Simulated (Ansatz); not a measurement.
Start from `[SiH3]O[SiH](Br)O[SiH3]` and change one atom or group to get `O[SiH](Br)O[SiH3]`.

Ansatz, PBE0-D4/def2-TZVP geometries, multiplicity 1. Each molecule was computed in one conformer, which needn't be the lowest.

Scalar relativity is left out up to krypton.

```
                                        property  `[SiH3]O[SiH](Br)O[SiH3]`
              HOMO energy (PBE0/def2-TZVPP) / eV                      -8.63
              LUMO energy (PBE0/def2-TZVPP) / eV                      -0.18
           LUMO energy (ωB97M-V/def2-TZVPP) / eV                       1.47
           HOMO energy (ωB97M-V/def2-TZVPP) / eV                     -10.90
size of the dipole moment (B3LYP/def2-TZVPP) / D                       0.95
  size of the dipole moment (PBE/def2-TZVPP) / D                       0.92
```

Problem. Give the same properties after the change, and the shifts. (An estimate is asked.)

Solution. Ansatz gave: 
```json
{"property": "HOMO energy (PBE0/def2-TZVPP) / eV", "`O[SiH](Br)O[SiH3]`": "-8.60", "shift": "0.03"}
{"property": "LUMO energy (PBE0/def2-TZVPP) / eV", "`O[SiH](Br)O[SiH3]`": "-0.01", "shift": "0.17"}
{"property": "LUMO energy (ωB97M-V/def2-TZVPP) / eV", "`O[SiH](Br)O[SiH3]`": "1.62", "shift": "0.15"}
{"property": "HOMO energy (ωB97M-V/def2-TZVPP) / eV", "`O[SiH](Br)O[SiH3]`": "-10.87", "shift": "0.03"}
{"property": "size of the dipole moment (B3LYP/def2-TZVPP) / D", "`O[SiH](Br)O[SiH3]`": "1.24", "shift": "0.29"}
{"property": "size of the dipole moment (PBE/def2-TZVPP) / D", "`O[SiH](Br)O[SiH3]`": "1.23", "shift": "0.31"}
```

Dipoles are sizes alone; their direction can turn.

B3LYP here is the variant with VWN-RPA as its local correlation; programs differ in this.

Spin–orbit coupling is left out; it splits and shifts lone-pair levels of the heavy atoms by tenths of an eV.
